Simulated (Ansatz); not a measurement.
Input for Ansatz (a quantum-chemistry and plane-wave program): R-B3LYP-D3(BJ)/def2-TZVP on CH6Ge (SMILES [CH3][GeH3]).

Ansatz 0.2 input:
```yaml
crystal:
  periodic: [false, false, false]
  atoms:
    - {symbol: Ge, position_ang: [-0.91446310, 0.11136237, -0.03212414]}
    - {symbol: C, position_ang: [1.00368224, -0.13154012, -0.00324940]}
    - {symbol: H, position_ang: [-1.53149569, -0.69869354, -1.10796620]}
    - {symbol: H, position_ang: [-1.30761425, 1.53649526, -0.28269339]}
    - {symbol: H, position_ang: [-1.53663757, -0.31231404, 1.27592245]}
    - {symbol: H, position_ang: [1.31885910, -1.16182644, 0.33607153]}
    - {symbol: H, position_ang: [1.42736332, 0.55261387, 0.65954795]}
    - {symbol: H, position_ang: [1.45684727, 0.00917661, -0.94936207]}
basis:
  gaussian:
    orbitals: def2-TZVP
hamiltonian:
  xc: b3lyp
  dispersion: d3bj
relax: {f_tol: 0.003, max_steps: 120}
```

Task: Predict the final total energy.

Result: -2118.7882 hartree.

Task: How many basis functions does it have, and what does it roughly cost on one machine?

Result: 115 functions; around 40 core-seconds (rough).
